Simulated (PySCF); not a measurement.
**Orbital picture of LiSb**

UHF at R = 2.619 Å; PySCF, spin-free X2C with a Gaussian nucleus, basis sets Li x2c-SVPall, Sb x2c-SVPall. State: ³Σ⁻ (triplet), unpaired electrons π ↑↑. Only the outer orbitals are listed, counted within each symmetry.

```json
{"spin": "α", "orbital": "11σ", "occ.": "1", "ε (eV)": "-17.58", "on Li (%)": "2", "main shells (%)": "98 Sb s"}
{"spin": "α", "orbital": "6π", "occ.": "1", "ε (eV)": "-7.40", "on Li (%)": "3", "main shells (%)": "96 Sb p"}
{"spin": "α", "orbital": "6π", "occ.": "1", "ε (eV)": "-7.40", "on Li (%)": "3", "main shells (%)": "96 Sb p"}
{"spin": "α", "orbital": "12σ", "occ.": "1", "ε (eV)": "-7.00", "on Li (%)": "17", "main shells (%)": "81 Sb p, 12 Li s"}
{"spin": "α", "orbital": "13σ", "occ.": "0", "ε (eV)": "0.02", "on Li (%)": "99", "main shells (%)": "82 Li s, 17 Li p"}
{"spin": "α", "orbital": "14σ", "occ.": "0", "ε (eV)": "2.62", "on Li (%)": "101", "main shells (%)": "72 Li s, 29 Li p"}
{"spin": "α", "orbital": "7π", "occ.": "0", "ε (eV)": "2.93", "on Li (%)": "95", "main shells (%)": "96 Li p"}
{"spin": "β", "orbital": "11σ", "occ.": "1", "ε (eV)": "-13.64", "on Li (%)": "5", "main shells (%)": "94 Sb s"}
{"spin": "β", "orbital": "12σ", "occ.": "1", "ε (eV)": "-6.01", "on Li (%)": "25", "main shells (%)": "73 Sb p, 21 Li s"}
{"spin": "β", "orbital": "13σ", "occ.": "0", "ε (eV)": "0.07", "on Li (%)": "97", "main shells (%)": "76 Li s, 21 Li p"}
{"spin": "β", "orbital": "6π", "occ.": "0", "ε (eV)": "1.67", "on Li (%)": "47", "main shells (%)": "53 Sb p, 47 Li p"}
{"spin": "β", "orbital": "6π", "occ.": "0", "ε (eV)": "1.67", "on Li (%)": "47", "main shells (%)": "53 Sb p, 47 Li p"}
```

Problem. Which are the highest filled and the lowest empty level, where do they sit, and how wide is the gap?

Solution. Highest filled β 12σ at -6.01 eV (in %: 73 Sb p, 21 Li s); lowest empty α 13σ at 0.02 eV (in %: 82 Li s, 17 Li p); the gap at UHF is 6.03 eV. An empty level above zero is unbound, and its energy depends on the basis.

```
bond order (Mayer)                               : 0.86
⟨S²⟩                                             : 2.018
charge on Li (Mulliken, basis-dependent)         : 0.44
charge on Li (Löwdin, basis-dependent)           : 0.22
dipole moment (positive dipole means Li(−)Sb(+)) : -6.98 D
polarisability along the bond                    : 98.9 bohr³
polarisability across the bond                   : 46.6 bohr³
```

Shares are Mulliken populations and can fall outside 0 to 100 %.

Spin–orbit coupling is left out. The state was picked by a PBE0 search and need not be the measured ground state.
